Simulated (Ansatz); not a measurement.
CH2FGaO. Total charge 0; spin multiplicity 1. The bonds changed during the relaxation, so this is another structure than the one it started from. The geometry is a stationary point of PBE0-D4/def2-TZVP.

```xyz
6

F    -0.181   -0.882    1.755
Ga   -1.090   -1.962    0.604
C     0.329    0.725   -0.579
O    -0.324   -0.165   -1.063
H     0.561    0.737    0.497
H     0.706    1.547   -1.214
```

Task: What is the dipole moment at ωB97M-V/def2-TZVPP? (An estimate is asked.)

Result: The calculation gave: 2.13 D, with components (0.65, 1.50, -1.36) D in this frame, pointing from negative to positive charge.

Task: And with PBE, r2SCAN, B3LYP? (Best estimate.)

Result: Ansatz gave: PBE 2.10 D, r2SCAN 2.23 D, B3LYP 2.11 D.

Task: Give the Mulliken charges with ωB97M-V, B3LYP, r2SCAN in def2-TZVPP. (Estimate.)

Result: Ansatz gave: 
```json
{"atom": "F1", "ωB97M-V": "-0.45", "B3LYP": "-0.45", "r2SCAN": "-0.45"}
{"atom": "Ga2", "ωB97M-V": "0.40", "B3LYP": "0.40", "r2SCAN": "0.38"}
{"atom": "C3", "ωB97M-V": "0.12", "B3LYP": "0.11", "r2SCAN": "0.20"}
{"atom": "O4", "ωB97M-V": "-0.30", "B3LYP": "-0.28", "r2SCAN": "-0.30"}
{"atom": "H5", "ωB97M-V": "0.13", "B3LYP": "0.12", "r2SCAN": "0.09"}
{"atom": "H6", "ωB97M-V": "0.11", "B3LYP": "0.11", "r2SCAN": "0.07"}
```

B3LYP here is the variant with VWN-RPA as its local correlation; programs differ in this.
